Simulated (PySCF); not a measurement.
## Orbital energies, ionisation energy and electron affinity

Compound: CH10NPSi3.
Cartesian coordinates in Å at the PBE0-D3(BJ)/def2-SVP level; atoms count from 1:
```xyz
16
CH10NPSi3 angstrom
Si     3.3327    0.3272    0.3126
C      1.4831    0.4936    0.1961
P      0.5496   -0.8780    0.3278
N     -1.1062   -0.4294    0.2066
Si    -2.2449   -1.7852    0.3013
Si    -1.6229    1.2494    0.0090
H      3.6844   -1.1157    0.4801
H      3.8706    1.0968    1.4781
H      3.9970    0.8541   -0.9203
H      1.0780    1.5037    0.0499
H     -3.6210   -1.2156    0.3384
H     -1.9912   -2.5834    1.5364
H     -2.1074   -2.6839   -0.8831
H     -1.1572    2.0771    1.1613
H     -1.0609    1.8290   -1.2472
H     -3.1114    1.2622   -0.0559
```

Level: CAM-B3LYP/def2-SVPD (PySCF). Frontier orbitals with their largest atomic shares (Löwdin; up to four atoms above 4 %):

| orbital | ε (eV) | main atoms |
| --- | --- | --- |
| HOMO−3 | -10.79 | C2 28 %, Si1 19 %, Si5 10 %, H11 9 % |
| HOMO−2 | -10.11 | N4 24 %, P3 14 %, Si6 11 %, Si5 10 % |
| HOMO−1 | -9.42 | P3 59 %, C2 15 %, N4 14 % |
| HOMO | -8.22 | ? |
| LUMO | -0.53 | P3 44 %, C2 28 %, N4 11 %, Si5 5 % |
| LUMO+1 | 0.66 | Si5 18 %, Si6 17 %, P3 11 %, N4 9 % |
| LUMO+2 | 0.91 | Si6 29 %, Si5 18 %, Si1 8 %, P3 6 % |

**Question.** What vertical ionisation energy does ΔSCF give, and how far is −ε(HOMO) from it?

**Answer.** ΔSCF: 8.69 eV (839 kJ/mol; threshold wavelength 143 nm); ⟨S²⟩ of the doublet left behind is 0.779, against 0.75 for a pure doublet. −ε(HOMO) is 8.22 eV, 0.47 eV below it. In exact Kohn–Sham theory the two would be equal; CAM-B3LYP (range-separated hybrid) falls short of its own ΔSCF value by 5 %.

**Question.** On which atoms does the HOMO lie?

**Answer.** C2 (carbon bonded to P, Si and H) 35 %, N4 (nitrogen bridging silicon atoms) 22 %, P3 (phosphorus bonded to C and N) 18 %, Si1 (SiH3 silicon) 8 %, so no atom holds as much as 40 %. The HOMO−1 lies 1.20 eV lower.

**Question.** And the vertical electron affinity, the fundamental gap, Mulliken's electronegativity and the hardness (with the factor ½)?

**Answer.** EA = 0.01 eV by ΔSCF (−ε(LUMO) = 0.53 eV). IE − EA = 8.68 eV against an orbital gap of 7.69 eV; (IE + EA)/2 = 4.35 eV; (IE − EA)/2 = 4.34 eV. Parr's electrophilicity index (IE + EA)²/[8(IE − EA)] is 1.09 eV.

**Question.** Shift the occupied levels rigidly so that −ε(HOMO) equals the ΔSCF value. What binding energies result?

**Answer.** The shift is +0.47 eV: HOMO 8.69, HOMO−1 9.89, HOMO−2 10.58, HOMO−3 11.26 eV. A rigid shift is only a rough guide to the deeper ionisations.

**Question.** What total energies stand behind the ΔSCF value?

**Answer.** E(N) = -1308.23680 Eh and E(N − 1) = -1307.91733 Eh at the same geometry, 0.31947 Eh apart. With one more electron, E(N + 1) = -1308.23709 Eh.

**Question.** How many of the 10 lowest singlet excitations (vertical TDDFT, same level) lie below the ionisation energy?

**Answer.** All 10; they run from 4.89 to 7.34 eV.

**Question.** The lowest singlet excitation (vertical TDDFT, same level) lies at 4.89 eV. How far is it below IE − EA?

**Answer.** IE − EA = 8.68 eV, so by 3.79 eV.

Isolated species at its PBE0-D3(BJ)/def2-SVP geometry (one conformer only).

These values come from a run that also computed excited states and ΔSCF ions. Hardware: Arm Neoverse V2, one thread (shared host). Cost: 3.5 min wall, 1.0 GiB resident at most.
